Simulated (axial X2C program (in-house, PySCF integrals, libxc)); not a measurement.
SnH⁺: nuclear properties from DFT to coupled cluster

Calculated with an in-house all-electron X2C program for linear molecules (integrals from PySCF): two-component X2C with atomic mean-field Coulomb and Gaunt terms, Gaussian nuclei, basis Sn dyall-acv3z, H dyall-av3z with contracted cores.

R = 1.762 Å (near the PBE0 minimum at charge 1 of the determinant lowest at the starting distance; the state shown can have its own minimum elsewhere); state Ω = 0 (closed shell).

```
level  qzz Sn (a.u.)  qzz H (a.u.)
 PBE0         -11.38          0.08
   HF         -11.32          0.08
B3LYP         -11.30          0.08
```

qzz is the electric field gradient, eQq0 = 234.96 MHz × Q/barn × qzz. The operators were transformed with the bare-nucleus X2C matrices; with these basis sets, hyperfine constants and field gradients can be off by tens of per cent, and where levels differ in sign neither size nor sign is settled.

Finite-field MP2, CCSD and CCSD(T), with 14 electrons correlated in 130 natural virtual spinors (MP2 remainder added):

| level | qzz Sn (a.u.) | qzz H (a.u.) |
| --- | --- | --- |
| MP2 | -10.94 | 0.08 |
| CCSD | -10.89 | 0.08 |
| CCSD(T) | -10.81 | 0.08 |

T1 = 0.012 (Lee–Taylor). One unrestricted determinant, the lowest of a limited PBE0 search, is the reference; the functionals treat spin collinearly. Correlation of the inner shells is missing, which matters for properties at the nucleus. Number of frozen shells: Sn 4 s, 3 p, 1 d; H none.

Question: By how much does correlation change each value, CCSD(T) against HF?

Answer: qzz Sn -5 %; qzz H 0 %.
